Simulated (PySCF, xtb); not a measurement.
F4H4O2Si, SMILES O->[Si](<-O)(F)(F)(F)F (connectivity only; charge and spin as stated), neutral, multiplicity 1.

GFN2-xTB (xtb) at its own geometry gives an orbital gap of 10.12 eV and a dipole moment of 4.44 D.

The structure is a stationary point at PBE0-D3(BJ)/def2-SVP. One conformer was computed; it need not be the lowest.

Problem. What does HF/def2-TZVP (PySCF) give? (An estimate is asked for; the answer gives what the named calculation found.)

Solution. gap 18.51 eV (levels -15.70 and 2.81 eV), dipole 4.80 D.
